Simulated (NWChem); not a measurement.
Program: NWChem. System: HO₃S, charge 0, spin multiplicity 2, at a geometry optimised with UB3LYP/def2-SVP. The structure started from a generated list of species. Its SCF solution wasn't tested for a lower state. Level: UHF/def2-TZVP.

The NWChem input:

```
start mol
memory heap 200 mb stack 900 mb global 1100 mb
geometry units angstroms nocenter noautoz noautosym
  O     -0.364424     1.417136     0.127850
  S     -0.151831     0.008185    -0.266891
  O     -0.980763    -1.094119     0.241267
  O      1.407010    -0.392735     0.149055
  H      1.934710     0.426785     0.124880
end
basis spherical
  * library def2-tzvp
end
scf
  uhf
  nopen 1
  maxiter 100
  thresh 1e-7
  semidirect memsize 60000000 filesize 0
  # guess.movecs holds the orbitals of an unrestricted PBE0 run
  vectors input guess.movecs output mol.movecs
end
task scf energy
```

Output (cleaned and shortened):

```
             Northwest Computational Chemistry Package (NWChem) 7.3.0
             --------------------------------------------------------

                                NWChem Input Module
                                -------------------

 Scaling coordinates for geometry "geometry" by  1.889725989
 (inverse scale =  0.529177249)

                             Geometry "geometry" -> ""
                             -------------------------

 Output coordinates in angstroms (scale by  1.889725989 to convert to a.u.)

  No.       Tag          Charge          X              Y              Z
 ---- ---------------- ---------- -------------- -------------- --------------
    1 O                    8.0000    -0.36442400     1.41713600     0.12785000
    2 S                   16.0000    -0.15183100     0.00818500    -0.26689100
    3 O                    8.0000    -0.98076300    -1.09411900     0.24126700
    4 O                    8.0000     1.40701000    -0.39273500     0.14905500
    5 H                    1.0000     1.93471000     0.42678500     0.12488000

 Effective nuclear repulsion energy (a.u.)     183.9273011262

            Nuclear Dipole moment (a.u.)
            ----------------------------
        X                 Y               Z
 ---------------- ---------------- ----------------
    -0.0000037795     0.0000018897     0.0000000000


 Summary of "ao basis" -> "" (spherical)
 ------------------------------------------------------------------------------
       Tag                 Description            Shells   Functions and Types
 ---------------- ------------------------------  ------  ---------------------
 *                         def2-tzvp                  on all atoms

 Summary of "ao basis" -> "ao basis" (spherical)
 ------------------------------------------------------------------------------
       Tag                 Description            Shells   Functions and Types
 ---------------- ------------------------------  ------  ---------------------
 O                         def2-tzvp                11       31   5s3p2d1f
 S                         def2-tzvp                13       37   5s5p2d1f
 H                         def2-tzvp                 4        6   3s1p

                                 NWChem SCF Module
                                 -----------------

  ao basis        = "ao basis"
  functions       =   136
  atoms           =     5
  alpha electrons =    21
  beta  electrons =    20
  charge          =   0.00
  wavefunction    = UHF
  use symmetry    = F
  symmetry adapt  = F

 Summary of "ao basis" -> "ao basis" (spherical)
 ------------------------------------------------------------------------------
       Tag                 Description            Shells   Functions and Types
 ---------------- ------------------------------  ------  ---------------------
 O                         def2-tzvp                11       31   5s3p2d1f
 S                         def2-tzvp                13       37   5s5p2d1f
 H                         def2-tzvp                 4        6   3s1p

 Forming initial guess at       0.2s

 Starting SCF solution at       0.2s

 ----------------------------------------------
         Quadratically convergent UHF

 Convergence threshold     :          1.000E-07
 Maximum no. of iterations :          100
 Integral*density screening:          1.000E-09
 ----------------------------------------------

              iter       energy          gnorm     gmax       time
             ----- ------------------- --------- --------- --------
[...]
  ----- ------------  ---------------      ----- ------------  ---------------
     6      0.327592  1 O  px                 9      0.301432  1 O  px
    75      0.230017  3 O  py                78      0.208631  3 O  py
    12      0.203252  1 O  px                74     -0.165984  3 O  px
    77     -0.155038  3 O  px

 Vector   20  Occ=1.000000D+00  E=-4.844821D-01
              MO Center= -6.1D-01,  1.1D-01,  9.0D-02, r^2= 2.2D+00
   Bfn.  Coefficient  Atom+Function         Bfn.  Coefficient  Atom+Function
  ----- ------------  ---------------      ----- ------------  ---------------
     8      0.278217  1 O  pz                76     -0.273288  3 O  pz
    11      0.255667  1 O  pz                79     -0.251508  3 O  pz
    14      0.185447  1 O  pz                82     -0.177233  3 O  pz

 Vector   21  Occ=0.000000D+00  E=-1.418898D-02
              MO Center= -1.3D-01,  1.3D-02, -4.0D-01, r^2= 2.5D+00
   Bfn.  Coefficient  Atom+Function         Bfn.  Coefficient  Atom+Function
  ----- ------------  ---------------      ----- ------------  ---------------
    36      0.754620  2 S  s                 51     -0.344939  2 S  pz
    82      0.292452  3 O  pz                14      0.268925  1 O  pz
    48     -0.267732  2 S  pz               133      0.253858  5 H  s
    76      0.207552  3 O  pz                 8      0.194323  1 O  pz
    79      0.187717  3 O  pz                11      0.175055  1 O  pz

 Vector   22  Occ=0.000000D+00  E= 1.234301D-01
              MO Center=  2.1D+00,  7.0D-01,  1.2D-01, r^2= 3.1D+00
   Bfn.  Coefficient  Atom+Function         Bfn.  Coefficient  Atom+Function
  ----- ------------  ---------------      ----- ------------  ---------------
   133      1.774884  5 H  s                104     -1.093753  4 O  s
   112     -0.401582  4 O  py               111     -0.237180  4 O  px
    51      0.170730  2 S  pz                 5     -0.167649  1 O  s
    48      0.154043  2 S  pz               102     -0.154153  4 O  s

 Vector   23  Occ=0.000000D+00  E= 1.993958D-01
              MO Center= -3.9D-01,  1.2D-01, -4.6D-01, r^2= 3.2D+00
   Bfn.  Coefficient  Atom+Function         Bfn.  Coefficient  Atom+Function
  ----- ------------  ---------------      ----- ------------  ---------------
    49      1.753616  2 S  px               104     -0.882250  4 O  s
   111      0.672237  4 O  px                 5      0.623530  1 O  s
   133     -0.579981  5 H  s                 50     -0.524806  2 S  py
    73      0.483982  3 O  s                 46      0.432417  2 S  px
    81      0.409950  3 O  py                12     -0.357091  1 O  px

 center of mass
 --------------
 x =  -0.04471152 y =  -0.00988028 z =  -0.00277949

 moments of inertia (a.u.)
 ------------------
         206.268227248148          -3.025451746383          -1.288113787539
          -3.025451746383         205.262345177727           8.132605272761
          -1.288113787539           8.132605272761         384.099012527893

  Mulliken analysis of the total density
  --------------------------------------

    Atom       Charge   Shell Charges
 -----------   ------   -------------------------------------------------------
    1 O    8     8.50   0.79  1.18  0.59  0.97  0.34  1.79  1.99  0.81  0.00  0.03  0.00
    2 S   16    14.93   2.01  0.49  1.48  1.02  0.51  4.17  1.70  0.81  1.56  0.28  0.30  0.52  0.10
    3 O    8     8.47   0.79  1.18  0.59  0.97  0.33  1.78  1.99  0.79  0.00  0.04  0.00
    4 O    8     8.48   0.79  1.18  0.57  0.98  0.27  1.82  2.06  0.77  0.00  0.03  0.00
    5 H    1     0.62   0.23  0.32  0.03  0.05

  Mulliken analysis of the alpha density
  --------------------------------------

    Atom       Charge   Shell Charges
 -----------   ------   -------------------------------------------------------
    1 O    8     4.39   0.40  0.59  0.30  0.49  0.17  0.97  1.06  0.40  0.00  0.02  0.00
    2 S   16     7.62   1.00  0.24  0.74  0.54  0.29  2.09  0.85  0.43  0.83  0.14  0.16  0.26  0.05
    3 O    8     4.38   0.40  0.59  0.30  0.49  0.16  0.97  1.06  0.39  0.00  0.02  0.00
    4 O    8     4.30   0.40  0.59  0.29  0.49  0.13  0.95  1.06  0.38  0.00  0.01  0.00
    5 H    1     0.31   0.12  0.16  0.02  0.02

   Mulliken analysis of the beta density
   -------------------------------------

    Atom       Charge   Shell Charges
 -----------   ------   -------------------------------------------------------
    1 O    8     4.12   0.40  0.59  0.29  0.48  0.17  0.82  0.93  0.41  0.00  0.02  0.00
    2 S   16     7.31   1.00  0.24  0.74  0.48  0.22  2.08  0.85  0.37  0.73  0.14  0.14  0.25  0.05
    3 O    8     4.09   0.40  0.59  0.29  0.48  0.17  0.81  0.93  0.40  0.00  0.02  0.00
    4 O    8     4.17   0.40  0.59  0.28  0.49  0.14  0.87  1.00  0.39  0.00  0.01  0.00
    5 H    1     0.31   0.12  0.16  0.01  0.02

   Mulliken analysis of the spin density
   -------------------------------------

    Atom       Charge   Shell Charges
 -----------   ------   -------------------------------------------------------
    1 O    8     0.27   0.00 -0.00  0.01  0.01 -0.01  0.15  0.12 -0.01 -0.00 -0.00 -0.00
    2 S   16     0.31   0.00  0.00 -0.00  0.06  0.08  0.01 -0.01  0.06  0.10 -0.00  0.02  0.01 -0.00
    3 O    8     0.29   0.00 -0.00  0.01  0.01 -0.01  0.16  0.14 -0.01 -0.00 -0.00 -0.00
    4 O    8     0.13   0.00 -0.00  0.01  0.01 -0.01  0.08  0.06 -0.01  0.00 -0.00 -0.00
    5 H    1    -0.00  -0.00 -0.00  0.00  0.00

       Multipole analysis of the density wrt the origin
       ------------------------------------------------

     L   x y z        total         alpha         beta         nuclear
     -   - - -        -----         -----         ----         -------
     0   0 0 0     -0.000000    -21.000000    -20.000000     41.000000

     1   1 0 0      1.008057      0.681381      0.326680     -0.000004
     1   0 1 0      0.347781      0.188151      0.159629      0.000002
     1   0 0 1     -0.559151      0.011235     -0.570386      0.000000

     2   2 0 0    -19.804729    -62.229107    -60.090057    102.514435
     2   1 1 0      1.591918     -0.871457     -0.529996      2.993371
     2   1 0 1      0.486129     -0.213706     -0.378625      1.078461
     2   0 2 0    -25.428283    -62.649117    -59.412560     96.633394
     2   0 1 1      0.289686      2.148846      2.113005     -3.972166
     2   0 0 2    -20.458956    -14.926144    -12.423074      6.890262

 Task  times  cpu:       35.1s     wall:       35.1s

 Total times  cpu:       35.2s     wall:       35.2s
```
